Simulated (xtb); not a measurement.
C4H4ClF, SMILES ClC1C[C@H](C=1)F. All values are semi-empirical tight-binding results from xtb (GFN2-xTB unless named), good for trends rather than for accurate numbers. Coordinates come from a GFN2-xTB optimisation. The structure was generated by enumeration; whether it is a known compound was not checked.

Optimised geometry:

Bonds (Å): F1–C2 1.370, C2–C3 1.509, C2–C6 1.551, C2–H7 1.093, C3–C4 1.333, C3–H8 1.071, C4–Cl5 1.696, C4–C6 1.505, C6–H9 1.088, C6–H10 1.088. Angles (°): F1–C2–C3 115.7, F1–C2–C6 114.3, F1–C2–H7 106.7, C3–C2–C6 87.3, C3–C2–H7 116.3, C6–C2–H7 116.0, C2–C3–C4 92.3, C2–C3–H8 132.1, C4–C3–H8 135.5, C3–C4–Cl5 134.5, C3–C4–C6 95.9, Cl5–C4–C6 129.6, C2–C6–C4 84.4, C2–C6–H9 113.2, C2–C6–H10 116.0, C4–C6–H9 114.9, C4–C6–H10 116.4, H9–C6–H10 110.1.
Charge 0, spin multiplicity 1.

```json
{
 "orbital_gap": "4.56 eV",
 "dipole_moment": "1.69 D",
 "zero_point_energy": "42.8 kcal/mol",
 "G − E(el) at 298.15 K (modified RRHO)": "24.1 kcal/mol",
 "static polarisability (D4 model)": "58.3 bohr³",
 "solvation energy, GFN2-xTB/ALPB(water)": "-2.6 kcal/mol",
 "solvation energy, GFN2-xTB/ALPB(toluene)": "-4.1 kcal/mol"
}
```

Computed atomic charges and the Wiberg bond orders between heavy atoms:
charges (e) F1 -0.24, C2 0.15, C3 -0.07, C4 0.10, Cl5 -0.13, C6 -0.08, H7 0.06, H8 0.07, H9 0.08, H10 0.07. Bond orders F1–C2 0.94, C2–C3 0.99, C3–C4 1.82, C4–Cl5 1.01, C2–C6 0.97, C4–C6 1.01.
